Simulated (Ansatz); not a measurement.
## From B to In: the HOMO–LUMO gap

One atom is swapped for its congeners: C2H3B `BC#C`; C2H3Al (ethynylalumane) `C#[C][AlH2]`; C2H3In `C#[C][InH2]`. The Ga member is missing. All are singlets with charge 0.

Shapes, held fixed at every level: PBE0-D4/def2-TZVP. Programs: Ansatz 0.2.0. Values in eV.

How should the HOMO–LUMO gap change along the series?

At wB97M-V/def2-TZVPP the HOMO–LUMO gap isn't monotonic: it is largest for Al and smallest for In (10.09 and 9.51 eV). 3 of 7 levels show this order throughout; 3 agree on the largest and the smallest. For atoms past krypton def2 sets carry core potentials with scalar relativity. Orbital gaps aren't excitation energies, and the LUMO depends on the basis.

| level | C2H3B | C2H3Al | C2H3In |
| --- | --- | --- | --- |
| SPW92/def2-TZVPP | 3.35 | 4.07 | 3.73 |
| PBE-D4/def2-TZVPP | 3.50 | 4.20 | 3.84 |
| r2SCAN-D4/def2-TZVPP | 4.03 | 4.75 | 4.34 |
| B3LYP-D4/def2-TZVPP | 5.27 | 5.75 | 5.25 |
| BHLYP-D4/def2-TZVPP | 7.84 | 8.04 | 7.45 |
| PBE0-D4/def2-TZVPP | 5.69 | 6.19 | 5.76 |
| wB97M-V/def2-TZVPP | 9.95 | 10.09 | 9.51 |
